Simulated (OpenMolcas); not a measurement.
## Mg+: effect of correlating more closed shells

- Program: OpenMolcas 26.06
- Basis: ANO-RCC-VTZP [5s4p2d1f]
- Scalar Hamiltonian: DKH2, point nucleus
- Active space: 1 electron in 4 orbitals (3s 3p)
- State averaging: 2S+1 = 2 even, 1 root; 2S+1 = 2 odd, 3 roots
- Spin-orbit coupling: RASSI with atomic mean-field integrals over the reference wave functions, term energies averaged over their components

Methods on the same reference wave functions:
A. CASSCF
B. SS-CASPT2, IPEA 0.25 Eh, imaginary shift 0.1 Eh (closed shells correlated: 2s 2p)
C. SS-CASPT2, IPEA 0.25 Eh, imaginary shift 0.1 Eh (closed shells correlated: 1s 2s 2p)

Energies in eV above 3s ²S_1/2, the measured ground level; measured values from NIST Handbook of Basic Atomic Spectroscopic Data.

```tsv
Level	A	B	C	Measured
3s ²S_1/2	0.0000	0.0000	0.0000	0.0000
3p ²P°_1/2	4.2924	4.381	4.380	4.4224
3p ²P°_3/2	4.3010	4.389	4.388	4.4338
```

Deviations, from unrounded energies. A percentage is the sum of absolute deviations over the sum of measured energies, with the sign that they share, or ± where signs differ.

| Against measurement | Levels | A | B | C |
| --- | --- | --- | --- | --- |
| mean absolute deviation (cm-1) | 2 | 1100 | 350 | 360 |
| other configurations (%) | 2 | -3.0 | -1.0 | -1.0 |

B, C lie about equally close to measurement and A furthest from it. The largest miss of B in the table is 3p ²P°_3/2, by -360 cm-1. The ranking rests on the paired levels alone, and a cruder setting can come out closer through cancelling errors.

Between B and C the level of the table that moves most is 3p ²P°_1/2, by 9.8 cm-1 (lowest in C, highest in B).

The lowest spin-free term lies below A's lowest term by 0.237 hartree in B, 0.242 hartree in C.

What an inner shell adds also hangs on whether the basis holds functions to correlate it.

ANO sets are built for ground and valence states and can reach diffuse excited orbitals poorly. With one active electron the reference holds no correlation, so core polarisation is missing (holds for A). With one active electron, CASPT2 adds the correlation within the correlated inactive shells and between them and that electron, and leaves the splitting within a term as the reference gives it (holds for B; C). Computed and measured levels are paired by configuration, term and J; levels that our copy of the source lacks, or whose pairing is in doubt (as where it misses far off the trend of its configuration), stay unpaired and out of the deviations. Levels of configurations outside the active space are missing.

° marks odd parity.
